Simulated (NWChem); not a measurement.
# What each level costs for borohydride (H4B (-1))

```
B
H 1 1.2587
H 1 1.2587 2 109.47
H 1 1.2587 2 109.47 3 -120.00
H 1 1.2587 2 109.47 4 -120.00
```
Charge -1, spin multiplicity 1.

Everything below was run with NWChem. All single points use one geometry, from PBE/def2-SVP, a minimum by its harmonic frequencies.

Basis set: aug-cc-pVTZ (138 functions). Each entry is one whole single-point run; the coupled-cluster runs use the TCE module, and the SCF and DFT modules converge to different thresholds.

The correlated methods keep 1 core orbital frozen. B3LYP has NWChem's definition, with VWN1-RPA local correlation. GW and range-separated runs recompute their integrals, the others keep them in memory, which bears on the times. The anion's geometry comes from a basis without diffuse functions.

### Question
Roughly how much processor time does each of these take, relative to RHF: MP2, B2PLYP, PBE, B3LYP, LC-wPBE (omega 0.3 per bohr), CR-CCSD(T)?

### Answer
PBE about the same, within a factor of 3; B3LYP about the same, within a factor of 3; MP2 about the same, within a factor of 3; B2PLYP about the same, within a factor of 3; LC-wPBE (omega 0.3 per bohr) about 20; CR-CCSD(T) about 20 (rough ratios from shared machines).
